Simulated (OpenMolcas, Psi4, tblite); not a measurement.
**CH6BNO2 (SMILES OBNCO): the dipole moment, rung by rung**

The species is CH6BNO2 (11 atoms), meant as a singlet with charge 0. SMILES: `OBNCO`. Geometry: relaxed at PBE0-D4/def2-TZVP. This is a higher conformer, about 10 kJ/mol above the lowest found by a separate search.

```xyz
11

O    -0.3653    1.8673    0.5240
B    -0.1510    0.7763    1.3107
N     0.0413   -0.5145    0.7616
C    -0.0745   -0.8271   -0.6213
O     0.8335   -0.0164   -1.3606
H    -0.1459    1.6847   -0.3973
H    -0.1355    0.9159    2.4996
H     0.3440   -1.2657    1.3548
H    -1.0958   -0.6290   -0.9783
H     0.1421   -1.8900   -0.7746
H     0.6727   -0.1585   -2.2982
```

Each level gives the dipole moment (D). The values are calculated.

| level | kind | program | value (D) |
| --- | --- | --- | --- |
| IPEA1-xTB | semi-empirical | tblite | 4.97 |
| HF/def2-SVP | Hartree–Fock | OpenMolcas | 4.17 |
| SVWN5/def2-SVP | LDA | OpenMolcas | 4.09 |
| PBE/def2-SVP | GGA | OpenMolcas | 3.95 |
| TPSS/def2-SVP | meta-GGA | OpenMolcas | 3.96 |
| B3LYP/def2-SVP | global hybrid | OpenMolcas | 3.99 |
| M06-2X/def2-SVP | hybrid meta-GGA | OpenMolcas | 4.05 |
| CAM-B3LYP/def2-SVP | range-separated hybrid | Psi4 | 4.05 |

The values span 3.95 to 4.97 D. Magnitudes only.
